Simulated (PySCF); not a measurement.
ClH₅OSi₂, SMILES O[Si@@H]([SiH3])Cl. Atoms are numbered in the order given.

```xyz
9

O      0.7029     1.7826    -0.2856
Si     0.0248     0.4607     0.4610
Si    -1.7514    -0.2506    -0.8827
Cl     1.4009    -1.1140     0.5690
H      1.4544     2.2080     0.1468
H     -0.3410     0.7695     1.8731
H     -1.2255    -0.5995    -2.2329
H     -2.3674    -1.4598    -0.2634
H     -2.7865     0.8169    -1.0071
```
Charge 0, spin multiplicity 1.

Geometry optimised at B3LYP-D3(BJ)/def2-SVP. The structure was generated by enumeration; whether it is a known compound was not checked. Other conformers were not sampled.

These are M06-2X/def2-TZVP in PySCF values and carry that method's errors.

Gas-phase values at a fixed geometry.

Computed frontier levels, gap, dipole moment and polarisability:
| Item | Result |
|---|---|
| highest occupied level | -9.28 eV |
| lowest empty level | 0.38 eV |
| orbital gap | 9.65 eV |
| dipole moment | 1.46 D |
| quadrupole, principal values (traceless, Buckingham form, about the centre of nuclear charge) | -6.69, -1.43, 8.11 D·Å |
| mean static polarisability | 68.9 bohr³ (10.20 Å³) |
| polarisability, principal values | 59.2, 67.0, 80.3 bohr³ |
